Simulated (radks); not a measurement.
Problem. Isoelectronic series with 4 electrons, each ion in its NIST ground configuration. Calculated with a radial shooting solver on a logarithmic mesh with Libxc functionals: scalar-relativistic Kohn-Sham, PBE, spin-polarised, spherical densities, point nucleus. Total energies (hartree) and mean radii <r> (bohr):

| ion | configuration | E (hartree) | 2s | 1s |
|---|---|---|---|---|
| Be | [He] 2s2 | -14.63287 | 2.603 | 0.4208 |
| C2+ | [He] 2s2 | -36.47795 | 1.361 | 0.2701 |
| O4+ | [He] 2s2 | -68.35794 | 0.9308 | 0.1986 |
| Ne6+ | [He] 2s2 | -110.28854 | 0.7083 | 0.1570 |
| Si10+ | [He] 2s2 | -224.41988 | 0.4794 | 0.1105 |
| S12+ | [He] 2s2 | -296.69892 | 0.4126 | 0.09615 |
| Ar14+ | [He] 2s2 | -379.18463 | 0.3620 | 0.08508 |
| Ca16+ | [He] 2s2 | -471.93461 | 0.3224 | 0.07627 |
| Ti18+ | [He] 2s2 | -575.01406 | 0.2905 | 0.06909 |
| Cr20+ | [He] 2s2 | -688.49605 | 0.2642 | 0.06311 |
| Fe22+ | [He] 2s2 | -812.46172 | 0.2422 | 0.05807 |
| Ni24+ | [He] 2s2 | -947.00058 | 0.2234 | 0.05374 |
| Zn26+ | [He] 2s2 | -1092.21087 | 0.2073 | 0.05000 |
| Ge28+ | [He] 2s2 | -1248.19987 | 0.1933 | 0.04672 |
| Se30+ | [He] 2s2 | -1415.08435 | 0.1810 | 0.04383 |

Estimate the row of Mg8+ ([He] 2s2).

Solution. E (hartree) -162.29736; 2s 0.5718; 1s 0.1297.
